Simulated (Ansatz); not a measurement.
## One step, two centres

Four-centre ligand exchange, with the central atom changed down its group and all else kept; in the first member these bonds form or tighten: Br–Ga, Cl–H; these break or loosen: Br–H, Cl–Ga.

Gas-phase electronic energies, without zero-point energy, by CCSD(T) at an estimated basis limit (MP2 extrapolated from triple and quadruple zeta, plus CCSD(T) − MP2 in triple zeta); Ansatz 0.2.0, def2-TZVPP and QZVPP, frozen cores, core potentials past krypton, on PBE0-D4/def2-TZVP structures. Extrapolation: Hartree–Fock as exp(−7.88 √X), correlation as X^−2.97. All energies, in kcal/mol, count from the separated reactants, without counterpoise correction; the start and end structures are the complexes reached by relaxing down from the saddle, and deeper ones may exist. Brackets give SMILES, or, where every atom is bracketed, only which atoms are joined. Steps whose reference was doubtful or whose search ended elsewhere are left out.

| reactants | products | start structure | saddle | end structure | saddle by PBE0-D4/TZ |
| --- | --- | --- | --- | --- | --- |
| GaCl₃ ([Cl][Ga]([Cl])[Cl]) + HBr | GaBrCl₂ ([Cl][Ga]([Cl])[Br]) + HCl, still joined by a dative Cl–Ga bond | -7.72 | ? | -9.82 | -3.40 |
| InCl₃ ([Cl][In]([Cl])[Cl]) + HBr | InBrCl₂ ([Cl][In]([Cl])[Br]) + HCl, still joined by a dative Cl–In bond | -10.52 | -4.94 | -14.43 | -6.46 |

**Question.** What is the height of the saddle for GaCl₃ ([Cl][Ga]([Cl])[Cl]) + HBr? (Judge from chemistry; the value comes from the calculation.)

**Answer.** The calculation gives: 0.44 kcal/mol relative to the separated reactants, the higher of the two; above its start structure the barrier is 0.44 − (-7.72) ≈ 8.15 kcal/mol.

**Question.** How do the PBE0-D4 saddles lie against the coupled-cluster estimate?

**Answer.** Both lower, by 1.52 to 3.84 kcal/mol.

No T1 diagnostic of these runs exceeds 0.013. The filled d shells of Br, Ga, In are correlated in sets not built for that, so values that involve them are less sure.

For scale, one of the runs: CCSD(T)/def2-TZVPP, 238 basis functions, launched by `ansatz run in.yaml --threads 8 --pin off --events-out ev --progress --plain --max-ram 19148MiB`. Time: 3 min of wall clock on 8 CPU threads of an Arm Neoverse V1; the host was shared. Peak host memory: 4.6 GiB.
